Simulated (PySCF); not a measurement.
From one molecule to another.

First species: C6H9GeN.
Cartesian coordinates in Å at the PBE0-D3(BJ)/def2-SVP level; atoms count from 1:
```
atom  x, y, z in Å
C1     2.6777   -1.0530    0.1190
N2     1.3533   -0.6583    0.4871
C3     0.3995   -0.8940   -0.3138
C4    -0.9982   -0.5250   -0.0248
C5    -1.3945    0.1034    1.1080
Ge6   -3.3157    0.3542    1.0029
C7    -3.3243   -0.5092   -0.7401
C8    -2.0527   -0.8510   -1.0189
H9     3.3383   -0.1697    0.1147
H10    2.7462   -1.5510   -0.8697
H11    3.0859   -1.7335    0.8851
H12    0.5752   -1.3993   -1.2883
H13   -0.6708    0.3711    1.8801
H14   -4.1078   -0.3997    2.0867
H15   -3.7639    1.8268    0.9848
H16   -4.1546   -0.7131   -1.4185
H17   -1.7629   -1.3589   -1.9471
```

Second species: GaH₆N.
Numbering: `[NH3+:1][GaH3-:2]` (hydrogens: H3, H4, H5 on N1; H6, H7, H8 on Ga2)

Structure used (PBE0-D3(BJ)/def2-SVP), in Å, numbered top down from 1:
```xyz
8
GaH6N angstrom
N     -1.0143   -0.1210    0.0166
Ga     1.1219    0.1418   -0.0299
H     -1.4516    0.4812    0.7135
H     -1.2556   -1.0852    0.2443
H     -1.4315    0.0971   -0.8879
H      1.1630    1.6357   -0.5515
H      1.4677   -1.0121   -1.0576
H      1.4185   -0.1187    1.5032
```

Levels: B3LYP/def2-SVPD for dipole moment, HOMO energy, LUMO energy, HOMO–LUMO gap, static isotropic polarisability and electronic spatial extent ⟨r²⟩ about the centre of nuclear charge; TDDFT B3LYP/def2-SVPD for lowest singlet excitation; TDA B3LYP/def2-SVPD for lowest triplet excitation (Tamm–Dancoff); ΔSCF B3LYP/def2-SVPD for vertical ionisation energy; PBE0-D3(BJ)/def2-SVP for rotational constant A and rotational constant C. Geometries: PBE0-D3(BJ)/def2-SVP. Each species is one conformer at its optimised geometry, gas phase, non-relativistic unless stated; the electronic structure was computed with PySCF and density fitting.

The conformers computed, where there is a choice (atom-mapped SMILES and torsion angles):
- `[CH3:1]/[N:2]=[CH:3]/[C:4]1=[CH:5][GeH2:6][CH:7]=[CH:8]1`: N2–C3–C4–C5 0°

```tsv
property	column X	column Y
dipole moment	1.31 D	5.03 D
HOMO energy	-6.45 eV	-7.28 eV
LUMO energy	-2.21 eV	-0.76 eV
HOMO–LUMO gap	4.24 eV	6.52 eV
lowest singlet excitation	3.82 eV	5.67 eV
lowest triplet excitation (Tamm–Dancoff)	2.29 eV	5.51 eV
static isotropic polarisability	114.5 au	48.5 au
vertical ionisation energy	8.30 eV	9.88 eV
electronic spatial extent ⟨r²⟩ about the centre of nuclear charge	1885 bohr²	238 bohr²
rotational constant A	4.450 GHz	49.783 GHz
rotational constant C	0.565 GHz	6.839 GHz
```

Which column belongs to which species?

Column X is the first species and column Y the second. The first has 17 atoms and 84 electrons, the second 8 and 44.

How does each property change from the first species to the second?

dipole moment +3.72 D; HOMO energy -0.83 eV; LUMO energy +1.45 eV; HOMO–LUMO gap +2.28 eV; lowest singlet excitation +1.85 eV; lowest triplet excitation (Tamm–Dancoff) +3.22 eV; static isotropic polarisability -66.0 au; vertical ionisation energy +1.58 eV; electronic spatial extent ⟨r²⟩ about the centre of nuclear charge -1647 bohr²; rotational constant A +45.333 GHz; rotational constant C +6.274 GHz.

On the first: The principal polarisabilities are 74.4, 106.5 and 162.6 au; their mean is the isotropic value. In atomic units the dipole is 0.52 e·bohr (1 au = 2.5417 D). The calculation is non-relativistic and has no spin–orbit coupling, an omission that weighs most on germanium.

On the second: S1 lies 0.85 eV below the HOMO–LUMO gap. No computed singlet falls in the visible range (750 to 380 nm, 1.65 to 3.26 eV); S1 lies 2.41 eV above its blue end. Relativistic effects, spin–orbit coupling among them, are left out although an element past zinc is present.
